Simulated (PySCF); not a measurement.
Stepwise substitution at one centre (In F-H). Gas-phase values, no solvent. Strings in code marks are SMILES.

The T1 excitation (TDA) from two functionals at the same geometries (CAM-B3LYP-D3(BJ)/def2-TZVP), both in PySCF: PBE-D3(BJ)/def2-TZVP and CAM-B3LYP-D3(BJ)/def2-TZVP. Excitations are Tamm–Dancoff values on a coarser integration grid. The basis has no diffuse functions, so Rydberg states are missing or too high.

```json
[
 {"species": "0 of 3 F replaced by H (`[F][In]([F])[F]`)", "PBE-D3(BJ)/def2-TZVP (eV)": "4.59"},
 {"species": "1 of 3 F replaced by H (`[F][InH][F]`)", "PBE-D3(BJ)/def2-TZVP (eV)": "5.10"},
 {"species": "2 of 3 F replaced by H (`[F][InH2]`)", "PBE-D3(BJ)/def2-TZVP (eV)": "4.59"}
]
```

Question: What does CAM-B3LYP-D3(BJ)/def2-TZVP give for each?

Answer: 
- 0 of 3 F replaced by H (`[F][In]([F])[F]`): 5.65
- 1 of 3 F replaced by H (`[F][InH][F]`): 5.82
- 2 of 3 F replaced by H (`[F][InH2]`): 5.14
Over these rows, drawn at random from the members with no instability flagged (it was tested for open shells, ions and some series alone), PBE minus CAM-B3LYP-D3(BJ): mean -0.77 eV, from -1.05 eV to -0.55 eV.
